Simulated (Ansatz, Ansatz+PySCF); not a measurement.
```yaml
atoms:
  - { symbol: C, position_ang: [0.0000, -0.4146, -0.3535] }
  - { symbol: C, position_ang: [0.0000, -0.4345, 1.1567] }
  - { symbol: O, position_ang: [0.0000, 0.9232, -0.7809] }
  - { symbol: H, position_ang: [-0.8892, -0.9616, -0.7300] }
  - { symbol: H, position_ang: [0.8892, -0.9616, -0.7300] }
  - { symbol: H, position_ang: [0.0000, -1.4668, 1.5374] }
  - { symbol: H, position_ang: [0.8896, 0.0825, 1.5468] }
  - { symbol: H, position_ang: [-0.8896, 0.0825, 1.5468] }
  - { symbol: H, position_ang: [0.0000, 0.9341, -1.7424] }
```

Basis set: def2-SVP (spherical functions). Left uncorrelated: 3 orbitals. Charge 0, multiplicity 1.

Computed with Ansatz (development build ahead of 0.2.0); each method stands on the lowest determinant of its kind that the runs found. Restricted open shells among the atoms or ions are ROHF, correlated in semicanonical orbitals with singles. Restricted functionals stand beside restricted open-shell atoms, which can lie above the unrestricted atoms usual in DFT and then raise those values.

The atomization energy at this shape (free ground-state atoms in the same class of orbitals less the molecule, no zero-point energy) of singlet C2H6O:

```
               method  atomization energy
   ωB97X (restricted)            35.35 eV
 ωB97X (unrestricted)            35.13 eV
  r²SCAN (restricted)            35.43 eV
r²SCAN (unrestricted)            35.19 eV
    PBE0 (restricted)            35.36 eV
  PBE0 (unrestricted)            35.21 eV
     PBE (restricted)            35.84 eV
   PBE (unrestricted)            35.73 eV
          RHF-CCSD(T)            33.54 eV
                  RHF            26.50 eV
                  UHF            26.14 eV
```

(1) What does RHF-MP2 give?

Results:

(1) 33.73 eV.
